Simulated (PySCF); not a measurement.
Si(Cl)2(I)(Me) (CH3Cl2ISi), SMILES C[Si](Cl)(Cl)I.

Geometry: B3LYP-D3(BJ)/def2-SVP. The def2 effective core potentials stand for the cores of I; spin–orbit coupling is left out.

All values below come from TDA-CAM-B3LYP/def2-SVPD in PySCF.

Vertical excitations. The molecule is in vacuum. State labels are in the subgroup Cs.

Computed lowest excited states:
```
state  symmetry  energy (eV)  λ (nm)      f                                                                main pairs
-----  --------  -----------  ------  -----  ------------------------------------------------------------------------
S1           A"         5.45     227  0.007                                                            HOMO→LUMO 95 %
S2           A'         5.48     226  0.009                                                          HOMO−1→LUMO 95 %
S3           A'         7.02     177  0.088                                        HOMO−2→LUMO 72 %, HOMO→LUMO+3 16 %
S4           A"         7.20     172  0.002                                                        HOMO−1→LUMO+3 86 %
S5           A"         7.27     170  0.019                       HOMO−3→LUMO 39 %, HOMO→LUMO+2 31 %, HOMO→LUMO+6 9 %
S6           A'         7.30     170  0.038                                      HOMO−1→LUMO+2 40 %, HOMO→LUMO+3 39 %
S7           A"         7.36     169  0.005                                        HOMO−3→LUMO 41 %, HOMO→LUMO+2 40 %
S8           A"         7.41     167  0.079                       HOMO→LUMO+1 59 %, HOMO→LUMO+6 10 %, HOMO→LUMO+2 9 %
S9           A'         7.46     166  0.101                                    HOMO−1→LUMO+1 53 %, HOMO−1→LUMO+2 18 %
S10          A'         7.64     162  0.063  HOMO−4→LUMO 45 %, HOMO−1→LUMO+2 14 %, HOMO→LUMO+3 9 %, HOMO−1→LUMO+1 8 %
T1           A"         4.93     251      0                                                            HOMO→LUMO 93 %
T2           A'         4.95     250      0                                                          HOMO−1→LUMO 93 %
T3           A'         6.07     204      0                                                          HOMO−2→LUMO 81 %
T4           A'         6.88     180      0                                                          HOMO→LUMO+3 77 %
```
Triplets are in the Tamm–Dancoff approximation.
